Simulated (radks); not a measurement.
Species: the vanadium ion V+. Configuration: [Ar] 3d4. All-electron calculation, Dirac Kohn-Sham, BLYP, spin-unpolarised, spherical densities, point nucleus; open shells are shared between the two j in proportion to 2j + 1. Program: a radial shooting solver on a logarithmic mesh with Libxc functionals.

Spin-orbit splittings of the eigenvalues, e(l+1/2) - e(l-1/2), with zeta = 2 splitting/(2l+1) and mean radii in bohr:

\begin{tabular}{lrrrrr}
shell & occ. & splitting (eV) & zeta (eV) & <r> j=l-1/2 & <r> j=l+1/2 \\ \hline
2p & 6 & 7.114 & 4.743 & 0.2721 & 0.2749 \\
3p & 6 & 0.8175 & 0.5450 & 1.023 & 1.032 \\
3d & 4 & 0.05819 & 0.02327 & 1.557 & 1.565 \\
\end{tabular}
